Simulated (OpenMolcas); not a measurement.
## OpenMolcas run: Os5+

Input:

```
&GATEWAY
Coord
1

Os 0.0 0.0 0.0
Basis=ANO-RCC-VTZP
Group=XYZ
NoMove
AngMom=0.0 0.0 0.0
AMFI
&SEWARD
&RASSCF
FileOrb=start.orb
Symmetry=1
Spin=4
nActEl=3 0 0
Inactive=15 19
Ras2=5 0
CIRoot=10 10 1
SDav=10
CIMx=300
Iter=120 100
PrWF=0.3
OrbListing=Nothing
MaxOrb=0
Atom
>>> COPY $Project.JobIph JOB001
&RASSCF
FileOrb=start.orb
Symmetry=1
Spin=2
nActEl=3 0 0
Inactive=15 19
Ras2=5 0
CIRoot=40 40 1
SDav=40
CIMx=300
Iter=120 100
PrWF=0.3
OrbListing=Nothing
MaxOrb=0
Atom
CIOnly
>>> COPY $Project.JobIph JOB002
&RASSI
NrOfJobIphs=2 10 40
1 2 3 4 5 6 7 8 9 10
1 2 3 4 5 6 7 8 9 10 11 12 13 14 15 16 17 18 19 20 21 22 23 24 25 26 27
28 29 30 31 32 33 34 35 36 37 38 39 40
IphNames
JOB001
JOB002
EJob
SpinOrbit
DIPRint=1.0
SOCoupling=1000.0
Subsets=2
MEES
Property=10
'ANGMOM' 1 'ANGMOM' 2 'ANGMOM' 3 'MLTPL  1' 1 'MLTPL  1' 2 'MLTPL  1' 3
'AMFI' 1 'AMFI' 2 'AMFI' 3 'MLTPL  2' 6
SOProperty=3
'ANGMOM' 1 'ANGMOM' 2 'ANGMOM' 3
```

Launched by
```bash
OMP_NUM_THREADS=1 MOLCAS_MEM=1689 MOLCAS_PROJECT=a pymolcas a.inp > a.log  # once for each step of the input, in one work folder
```

A driver script runs the steps one by one and writes start.orb anew before each from the orbitals found so far, so a CI-only block uses the converged orbitals of the first block.

Output, cut to the results:

```
--- SEWARD ---
Basis set label: OS.ANO-RCC...8S7P5D3F2G1H.

      Electronic valence basis set:
      ------------------
      Associated Effective Charge  76.000000 au
      Associated Actual Charge     76.000000 au
      Nuclear Model: Point charge

      Shell  nPrim  nBasis  Cartesian Spherical Contaminant
         s      24       8        X
         p      21       7        X
         d      15       5                 X
         f      11       3                 X
         g       4       2                 X
         h       2       1                 X
                  Relativistic Douglas-Kroll-Hess integrals:
                    - DKH order of Hamiltonian: 2
                    - DKH order of Properties : 0
                  Atomic mean-field integrals
--- RASSCF ---
Wave function specifications:
      -----------------------------

      Number of closed shell electrons          68
      Number of electrons in active shells       3
      Max number of holes in RAS1 space          0
      Max nr of electrons in RAS3 space          0
      Number of inactive orbitals               34
      Number of active orbitals                  5
      Number of secondary orbitals              65
      Spin quantum number                      1.5
      State symmetry                             1
Orbital specifications:
      -----------------------

      Symmetry species                           1   2
                                                ag  au
      Frozen orbitals                            0   0
      Inactive orbitals                         15  19
      Active orbitals                            5   0
      RAS1 orbitals                              0   0
      RAS2 orbitals                              5   0
      RAS3 orbitals                              0   0
      Secondary orbitals                        31  34
      Deleted orbitals                           0   0
      Number of basis functions                 51  53
      Number of CSFs                            10
      Number of root(s) required                10
      Iter CI   SX   CI       RASSCF       Energy    max ROT     max BLB   max BLB  Level Ln srch  Step   QN
          iter iter root      energy       change     param      element    value   shift minimum  type update
 Nr of preliminary CI iterations:   1
      Total energies have been shifted. Add               -17000.00 au
        1   1    9    0  -231.82728083    0.00E+00   2.47E-01*  17  20 2  3.57E-01*  0.00   0.00    SX    NO
        2   1   10    0  -232.21676677   -3.89E-01* -2.19E-02   12  31 2 -2.28E-01*  0.00   0.00    SX    NO
        3   1    9    0  -232.22833863   -1.16E-02*  1.53E-02   16  42 2 -1.97E-01*  0.00   0.00    SX    NO
        4   1    9    0  -232.23455186   -6.21E-03*  1.48E-02   12  38 2  1.72E-01*  0.00   0.00    SX    NO
        5   1    9    0  -232.23878278   -4.23E-03*  6.56E-03   12  31 2  1.51E-01*  0.00   0.53    LS   YES
        6   1    8    0  -232.25429938   -1.55E-02*  6.43E-04   16  35 2  8.68E-03*  0.00   1.06    QN   YES
        7   1    6    0  -232.25434725   -4.79E-05* -6.13E-05   19  25 2  1.81E-04*  0.00   0.99    QN   YES
        8   1    4    0  -232.25434727   -2.83E-08* -8.76E-06   12  38 2  1.71E-05   0.00   0.95    QN   YES
        9   1    3    0  -232.25434728   -5.93E-10   2.23E-07   15  34 2  2.19E-06   0.00   1.02    QN   YES
      Convergence after  9 iterations
       10   1    3    0  -232.25434728    3.64E-12   2.23E-07   17  23 2  7.56E-08   0.00   1.02    QN   YES
      Natural orbitals and occupation numbers for root  1
      sym 1:   0.049802   0.950198   0.049802   1.000000   0.950198
      Natural orbitals and occupation numbers for root  2
      sym 1:   0.834660   0.165340   1.000000   0.834660   0.165340
      Natural orbitals and occupation numbers for root  3
      sym 1:   0.870567   1.000000   0.870567   0.129433   0.129433
::    RASSCF root number  1 Total energy: -17232.27289215
::    RASSCF root number  2 Total energy: -17232.27289215
::    RASSCF root number  3 Total energy: -17232.27289215
::    RASSCF root number  4 Total energy: -17232.27289215
::    RASSCF root number  5 Total energy: -17232.27289215
::    RASSCF root number  6 Total energy: -17232.27289215
::    RASSCF root number  7 Total energy: -17232.27289215
::    RASSCF root number  8 Total energy: -17232.21107590
::    RASSCF root number  9 Total energy: -17232.21107590
::    RASSCF root number 10 Total energy: -17232.21107590
...
--- RASSI ---
SPIN-FREE ENERGIES:
  (Shifted by EMIN (a.u.) =     -17232.2728921517)

 SF State       Relative EMIN(au)   Rel lowest level(eV)    D:o, cm**(-1)      L_eff

     1             0.0000000000        0.0000000000              0.0000         3.0
     2             0.0000000000        0.0000000000              0.0000         3.0
     3             0.0000000000        0.0000000000              0.0000         3.0
     4             0.0000000000        0.0000000000              0.0000         3.0
     5             0.0000000000        0.0000000000              0.0000         3.0
     6             0.0000000000        0.0000000000              0.0000         3.0
     7             0.0000000000        0.0000000000              0.0000         3.0
     8             0.0618162548        1.6821059847          13567.0997         1.0
     9             0.0618162548        1.6821059847          13567.0997         1.0
    10             0.0618162548        1.6821059847          13567.0997         1.0
    11             0.0677755838        1.8442675876          14875.0213         4.0
    12             0.0677755838        1.8442675876          14875.0213         4.0
    13             0.0677755838        1.8442675876          14875.0213         4.0
    14             0.0677755838        1.8442675876          14875.0213         4.0
    15             0.0677755838        1.8442675876          14875.0213         4.0
    16             0.0677755838        1.8442675876          14875.0213         4.0
    17             0.0677755838        1.8442675876          14875.0213         4.0
    18             0.0677755838        1.8442675876          14875.0213         4.0
    19             0.0677755838        1.8442675876          14875.0213         4.0
    20             0.0883810020        2.4049695820          19397.3878         4.2
    21             0.0883810020        2.4049695820          19397.3878         4.6
...
```

Levels above the lowest, from the spin-orbit matrix, grouped by J:

```csv
Configuration,Term,J,E (cm⁻¹),Measured (cm⁻¹),Term weight %,Second
5d³,⁴F,3/2,0.0,0.0,86,12 ²D(1)
5d³,⁴F,5/2,6133,6397,96,4 ²D(1)
5d³,⁴F,7/2,11431,11444,89,10 ²G
5d³,⁴F,9/2,15256,14678,66,27 ²G
5d³,⁴P,3/2,16967,,51,32 ²P
5d³,⁴P,1/2,19345,16772,75,25 ²P
5d³,²G,7/2,24890,22920,87,11 ⁴F
5d³,²H,9/2,25668,24028,58,26 ⁴F
5d³,⁴P,5/2,27080,24828,91,5 ²D(1)
5d³,²D(1),3/2,30753,,47,39 ⁴P
5d³,²P,1/2,32659,28860,75,25 ⁴P
5d³,²H,11/2,34711,32156,100,
5d³,²D(1),5/2,38168,34418,88,5 ⁴P
5d³,²G,9/2,39289,37019,57,35 ²H
5d³,²P,3/2,44317,40203,58,29 ²D(1)
5d³,²F,5/2,45334,39601,87,11 ²D(2)
5d³,²F,7/2,45873,40447,96,4 ²G
5d³,²D(2),3/2,68024,,97,
5d³,²D(2),5/2,68500,61005,84,11 ²F
```

Against the 15 measured excited levels shown (the list in Brasseur, Palmeri and Quinet, Atoms 13, 11 (2025)) the mean absolute deviation is 3000 cm-1; the largest miss in energy is 5d³ ²D_5/2(2): computed 68500, measured 61005 cm⁻¹ (+12.3 %), and the largest in proportion 5d³ ⁴P_1/2 [75 %] (+15.3 %).

Without dynamic correlation excited terms often stand tens of per cent too high (terms of higher spin than the ground term too low), and those without a measured partner can miss by more than the paired ones. Terms from blocks run as CI alone lack orbitals of their own. Measured partners are found by configuration, term and J. A level has none where our copy of the source lacks it or the pairing is in doubt (some pairs that miss far off the trend of their configuration count as doubtful), and it then counts in no deviation. Only configurations of the active space appear.

The term weight is that of the spin-free term in the level, not the purity of its configuration. A share in square brackets marks a mixed level and gives the weight of the term that names it. A number in round brackets counts repeated terms of one configuration in the order of the reference energies.
